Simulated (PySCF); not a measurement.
A GIAO shielding run with PySCF (density fitting, non-relativistic, gas phase) on `InChI=1S/C6H13ClO2Si/c1-2-8-5-3-6(5,7)4-9-10/h5H,2-4H2,1,10H3/t5-,6-/m1/s1`:

```
$ OMP_NUM_THREADS=1 python probes_run.py task.json out

{"job": {"kind": "nmr", "xc": "PBE0", "basis": "pcSseg-1"}, "charge": 0, "multiplicity": 1}
C     -3.687986     0.548603     1.139312
C     -2.175201     0.510134     1.009640
O     -1.852199     0.433900    -0.370782
C     -0.496974     0.352361    -0.618605
C     -0.060167    -0.299767    -1.897257
C      0.212165    -0.979884    -0.588758
Cl    -0.729420    -2.414715    -0.214163
C      1.621745    -1.097960    -0.046978
O      2.328430     0.065663    -0.321888
Si     3.892550     0.391507    -0.024257
H     -3.969384     0.618161     2.186109
H     -4.083493     1.406359     0.603000
H     -4.114233    -0.354513     0.712111
H     -1.768330    -0.362176     1.539022
H     -1.723256     1.416628     1.441738
H      0.086069     1.197755    -0.251881
H      0.778198     0.122935    -2.428193
H     -0.840083    -0.714519    -2.516678
H      2.116812    -1.964671    -0.506250
H      1.582173    -1.270487     1.037710
H      4.763304    -0.561676    -0.717295
H      4.181403     0.314198     1.410746
H      3.933123     1.738252    -0.566324
```

Hardware: 1 thread of an Arm Neoverse N1, shared host. The job also computes population analyses, field gradients, ring-centre shieldings.

Question: How large is the calculation?

Answer: 96 electrons, 249 basis functions and 1336 auxiliary functions.

Question: How long does it take, and how much memory does it need?

Answer: 2.1 min of wall time, with 14 SCF cycles and 4 response iterations; peak memory 1.1 GiB. Times on a shared host scatter by some tens of per cent.
